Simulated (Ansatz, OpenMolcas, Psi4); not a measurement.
**How methods differ on InF (SMILES [F][In])**

InF has 2 atoms, charge 0, and is taken as a singlet. SMILES: `[F][In]`. The shape is that of a PBE0-D4/def2-TZVP optimisation.

```xyz
2

F     0.0000    0.0000    0.0159
In    0.0000    0.0000    2.0096
```

Quantity: the vertical energy of the triplet above the singlet, in eV. The values are calculated.

```tsv
level	kind	program	value (eV)	less CCSD(T)/def2-TZVPP
HF/def2-TZVPP (core potential)	Hartree–Fock	OpenMolcas	2.79	-1.01
SVWN5/def2-TZVPP (core potential)	LDA	Ansatz	4.09	+0.29
BLYP/def2-TZVPP (core potential)	GGA	Ansatz	4.03	+0.23
TPSS/def2-TZVPP (core potential)	meta-GGA	Psi4	3.73	-0.07
PBE0/def2-TZVPP (core potential)	global hybrid	OpenMolcas	3.72	-0.08
HSE06/def2-TZVPP (core potential)	range-separated hybrid	Psi4	3.76	-0.04
B2PLYP/def2-TZVPP (core potential, density fitting for correlation)	double hybrid	Psi4	3.93	+0.13
MP2/def2-TZVPP (core potential)	perturbation theory	Ansatz	3.88	+0.08
CCSD(T)/def2-TZVPP (core potential), open shells restricted	coupled cluster or CI	OpenMolcas	3.80	0.00
FCI/STO-3G	exact in the basis	Ansatz	2.86	-0.94
```

Differences are taken from CCSD(T)/def2-TZVPP (core potential), open shells restricted for orientation; it has basis-set and higher-order errors of its own. All-electron rows without a relativistic Hamiltonian named are non-relativistic, while core potentials hold scalar relativity, so basis and relativity change together. Spin-orbit coupling, which can split open shells on such heavy atoms by tenths of an eV, is left out. The values span 2.79 to 4.09 eV. High-level rows in very small sets aren't better than simpler rows in larger ones. In the correlated wave-function rows the outer d shell of In is correlated, in sets not made for it.
